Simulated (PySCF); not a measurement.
Geometry (Å), atoms numbered from 1 in this order:
```xyz
21

C     2.8587   -1.8814    0.3988
C     2.1079   -0.7788    0.2287
C     2.7190    0.5657   -0.0308
C     0.6510   -0.8803    0.3038
C    -0.2165    0.1298    0.1404
C    -1.6974   -0.0295    0.1938
C    -2.4115    0.2907   -1.1466
O    -3.3965    1.2592   -0.8328
B    -3.2559    1.5910    0.4794
O    -2.2748    0.8979    1.1172
H     2.3969   -2.8539    0.5905
H     3.9499   -1.8444    0.3539
H     2.4257    1.2886    0.7477
H     2.3780    0.9768   -0.9947
H     3.8154    0.5090   -0.0509
H     0.2537   -1.8805    0.5161
H     0.1382    1.1467   -0.0628
H    -1.9411   -1.0497    0.5356
H    -1.7131    0.7034   -1.8933
H    -2.8886   -0.6000   -1.5833
H    -3.9336    2.4187    1.0230
```

Geometry: PBE0-D3(BJ)/def2-SVP; GIAO shifts from PySCF 2.14.0 with density-fitted response routines, gas phase, non-relativistic, averaged over equivalent atoms.

At B3LYP/pcSseg-1 (225 basis functions, 39 s wall time on 1 thread of an Arm Neoverse V1, shared host):
```json
{"atoms": "C2", "δ (ppm)": "150.4"}
{"atoms": "C4", "δ (ppm)": "143.5"}
{"atoms": "C5", "δ (ppm)": "138.3"}
{"atoms": "C1", "δ (ppm)": "126.6"}
{"atoms": "C6", "δ (ppm)": "82.8"}
{"atoms": "C7", "δ (ppm)": "75.1"}
{"atoms": "C3", "δ (ppm)": "20.8"}
{"atoms": "O10", "δ (ppm)": "173.2"}
{"atoms": "O8", "δ (ppm)": "148.2"}
{"atoms": "B9", "δ (ppm)": "28.2"}
{"atoms": "H16", "δ (ppm)": "6.12"}
{"atoms": "H17", "δ (ppm)": "5.47"}
{"atoms": "H12", "δ (ppm)": "5.28"}
{"atoms": "H11", "δ (ppm)": "5.18"}
{"atoms": "H18", "δ (ppm)": "4.59"}
{"atoms": "H20", "δ (ppm)": "4.25"}
{"atoms": "H21", "δ (ppm)": "4.06"}
{"atoms": "H19", "δ (ppm)": "3.72"}
{"atoms": "H13/H14/H15", "δ (ppm)": "1.89"}
```

δ = σ(ref) − σ, references computed at the same level: TMS for 13C (σref 179.24) and 1H (σref 31.38); H2O for 17O (σref 334.04); BF3·OEt2 for 11B (σref 97.83).

Task: Predict the values at PBE0/pcSseg-1 on the same geometry.

Result: 
```csv
atoms,δ at PBE0/pcSseg-1,change
C2,148.8,-1.6
C4,143.0,-0.5
C5,137.5,-0.8
C1,127.6,+1.0
C6,81.0,-1.8
C7,73.6,-1.5
C3,20.4,-0.4
O10,168.8,-4.4
O8,143.8,-4.4
B9,28.1,-0.1
H16,6.23,+0.11
H17,5.57,+0.10
H12,5.41,+0.13
H11,5.31,+0.13
H18,4.62,+0.03
H20,4.24,-0.01
H21,4.16,+0.10
H19,3.70,-0.02
H13/H14/H15,1.90,+0.01
```

Chemical shifts δ = σref − σ; 13C (σref 184.41), 1H (σref 31.27) vs TMS; 17O (σref 334.56) vs H2O; BF3·OEt2 for 11B (σref 100.73), all at this level.

The largest change is at O10 (oxygen bonded to C, B, in a 5-membered ring). Cost: 225 basis functions, 41 s wall time on 1 thread of an Arm Neoverse V1, shared host. The order of the carbon signals is the same at both levels.

Experimental scales use liquid or dissolved standards, which lie at an offset from isolated H2O (liquid H2O: subtract about 36 ppm).
